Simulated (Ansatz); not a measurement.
`C[O][Ti]([F])([Cl])[SeH]` + `NB(F)F` → `[F][Ti]([F])([Cl])[SeH]` + `COB(N)F`  (redistribution)

Gas-phase electronic energies from Ansatz, PBE0-D4/def2-TZVP geometries. CCSD(T)/CBS is the MP2 limit (def2-TZVPP, def2-QZVPP) plus CCSD(T) − MP2 in def2-TZVPP, frozen cores. This one scheme is used for every species. Functionals use def2-TZVPP. B3LYP here is the variant with VWN-RPA as its local correlation; programs differ in this. For Se, Ti outer-core shells are correlated without core-valence functions, which leaves a few kJ/mol of doubt a bond. Scalar relativity is left out up to krypton. Each species was taken in one conformer, which may not be the lowest.

CCSD(T)/CBS gives +16.2 kJ/mol.

Q: Another level gave +4.8 kJ/mol. Which?
A. MP2/def2-TZVPP
B. CCSD/def2-TZVPP
C. ωB97M-V/def2-TZVPP
D. B3LYP-D4/def2-TZVPP

A: C. ωB97M-V 4.8, B3LYP-D4 10.3, CCSD/def2-TZVPP 14.3, MP2/def2-TZVPP 23.5 kJ/mol.

Largest T1 diagnostic among the species: 0.024, so the coupled-cluster value is less sure than usual.

In def2-TZVPP, CCSD(T) changes the Hartree–Fock value by +4.7 kJ/mol (the triples alone add +2.7 kJ/mol) and MP2 by +11.2 kJ/mol.
